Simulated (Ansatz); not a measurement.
The same molecule with X = C, Si, Ge, Sn. Ansatz, PBE0-D4/def2-TZVP geometries, multiplicity 1.

Elements past krypton have def2 core potentials. Scalar relativity is left out up to krypton.

```json
{"X": "C", "molecule": "`ClCBr`", "mean X–Br bond length / Å": "1.930", "mean X–Cl bond length / Å": "1.755", "mean X–H bond length / Å": "1.085", "HOMO energy (ωB97M-V/def2-TZVPP) / eV": "-10.58", "size of the dipole moment (B3LYP/def2-TZVPP) / D": "1.57", "size of the dipole moment (ωB97M-V/def2-TZVPP) / D": "1.57"}
{"X": "Si", "molecule": "`Cl[SiH2]Br`", "mean X–Br bond length / Å": "2.206", "mean X–Cl bond length / Å": "2.041", "mean X–H bond length / Å": "1.476", "HOMO energy (ωB97M-V/def2-TZVPP) / eV": "-10.91", "size of the dipole moment (B3LYP/def2-TZVPP) / D": "1.11", "size of the dipole moment (ωB97M-V/def2-TZVPP) / D": "1.12"}
{"X": "Ge", "molecule": "`[Cl][GeH2][Br]`", "mean X–Br bond length / Å": "2.293", "mean X–Cl bond length / Å": "2.141", "mean X–H bond length / Å": "1.529", "HOMO energy (ωB97M-V/def2-TZVPP) / eV": "-10.81", "size of the dipole moment (B3LYP/def2-TZVPP) / D": "1.81", "size of the dipole moment (ωB97M-V/def2-TZVPP) / D": "1.86"}
```

**Question.** Give the row for X = Sn, `[Cl][SnH2][Br]`. (Best estimate.)

**Answer.** Ansatz gave: 
```
 X          molecule  mean X–Br bond length / Å  mean X–Cl bond length / Å  mean X–H bond length / Å  HOMO energy (ωB97M-V/def2-TZVPP) / eV  size of the dipole moment (B3LYP/def2-TZVPP) / D  size of the dipole moment (ωB97M-V/def2-TZVPP) / D
Sn  `[Cl][SnH2][Br]`                      2.465                      2.319                     1.696                                 -10.75                                              2.40                                                2.47
```

From C to Sn the mean X–Br bond length rises at each step, by 0.535 Å in all; the mean X–Cl bond length rises at each step, by 0.564 Å in all; the mean X–H bond length rises at each step, by 0.611 Å in all; the HOMO energy (ωB97M-V/def2-TZVPP) isn't monotonic: highest at C, lowest at Si. Bonds lengthen as the atom grows down the group. Dipoles are sizes alone, and their direction can turn along the series.

B3LYP here is the variant with VWN-RPA as its local correlation; programs differ in this.

Spin–orbit coupling is left out; it splits and shifts lone-pair levels of the heavy atoms by tenths of an eV.
